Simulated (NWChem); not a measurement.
Species: CrO2Cl cation; SMILES [O]=[Cr+](=[O])[Cl]

All runs: NWChem. This spin state was assumed; another may lie lower. The level has its own optimisation; frequencies are unscaled.

Q: Predict the results for PBE-D3(BJ)/def2-SVP. Quantities: r Cr–O (Å); r Cl–Cr (Å); highest harmonic frequency (cm⁻¹); lowest (cm⁻¹); zero-point energy (kcal/mol).

A: 
```yaml
r Cr–O (Å): 1.542
r Cl–Cr (Å): 2.081
highest harmonic frequency (cm⁻¹): 1104
lowest (cm⁻¹): 246
zero-point energy (kcal/mol): 5.2
```
